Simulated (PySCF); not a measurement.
## CsN⁺ at BHandHLYP

Level: BHandHLYP. basis Cs def2-TZVP with ECP46, N def2-TZVP; scalar-relativistic core potentials; PySCF 2.14.

* state: ⁴Σ⁻ (quartet), unpaired electrons σ ↑, π ↑↑
* bond length: 3.613 Å
* harmonic wavenumber: 57.2 cm⁻¹
* force constant: 0.0244 mdyn/Å
* rotational constant Be: 0.1019 cm⁻¹
* anharmonicity ωexe: 3.57 cm⁻¹
* vibration–rotation constant αe: 0.00527 cm⁻¹
* well depth De to Cs⁺ + N: 0.04 eV
* dissociation energy D0: 0.03 eV
* bond order (Mayer): 0.03
* dipole moment (positive dipole points towards N; it is taken about the centre of mass and depends on that origin): -1.27 D

The bond is weak. Basis-set superposition, not corrected here, can be much of De in a small basis, most of all at correlated wavefunction levels. Spin–orbit coupling is left out, which matters for elements this heavy, above all for dissociation energies. For an ion De counts to the pair picked by the measured ionisation energies or electron affinities, which need not be the lowest pair at this level. The state was picked by a PBE0 search and need not be the measured ground state.
